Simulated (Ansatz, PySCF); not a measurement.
Process, species as SMILES: [SiH3][SiH2][SiH2][SiH2]Cl + 4 [H][H] (H2) -> Cl (HCl) + 4 [SiH4] (SiH4)
Structures are relaxed separately at B3LYP-D3(BJ)/def2-TZVP in Ansatz (a program for electronic structure), one conformer each, not searched for the lowest. Frequencies are from Ansatz or PySCF.
Geometry of the first species:
SMILES: [SiH2](Cl)[SiH2][SiH2][SiH3]
```xyz
14

Si    -2.2998     0.6329    -1.0620
Si    -1.2449    -1.3807    -0.4903
Si     0.0847    -1.0368     1.4106
Si     1.3501     0.8995     1.0505
Cl     2.1503     0.7802    -0.8671
H     -3.1613     0.4704    -2.2578
H     -3.1390     1.0919     0.0722
H     -1.2757     1.6671    -1.3396
H     -0.3803    -1.8353    -1.6065
H     -2.2583    -2.4328    -0.2202
H     -0.7682    -0.8261     2.6093
H      0.9903    -2.1843     1.6681
H      2.4778     1.0693     1.9934
H      0.4975     2.1084     1.0974
```
Charge 0, spin multiplicity 1.

Wanted: energy of full hydrogenation (enthalpy at 298 K, with B3LYP-D3(BJ) rigid-rotor harmonic-oscillator terms), in kJ/mol. Cores are frozen in the correlated levels unless marked. Spin-orbit coupling is left out. No relativistic terms. Basis-set limits of correlation are two-point, X^-3; Hartree-Fock from the larger set.

```tsv
level	program	energy of full hydrogenation (kJ/mol)
PBE0-D3(BJ)/def2-TZVP	Ansatz + dftd3	75.7
PBE0/def2-TZVP	Ansatz	50.6
r2SCAN0/def2-TZVPD	Ansatz	50.4
LC-wPBE-D3(BJ)/def2-TZVPD	Ansatz + dftd3	…
CCSD/cc-pV(D+d)Z	Ansatz	-30.9
CCSD(T)/CBS(cc-pV(T+d)Z,cc-pV(Q+d)Z)	Ansatz	52.2
```

### Question
Fill in the missing entries.

### Answer

- LC-wPBE-D3(BJ)/def2-TZVPD, energy of full hydrogenation (kJ/mol): 62.5
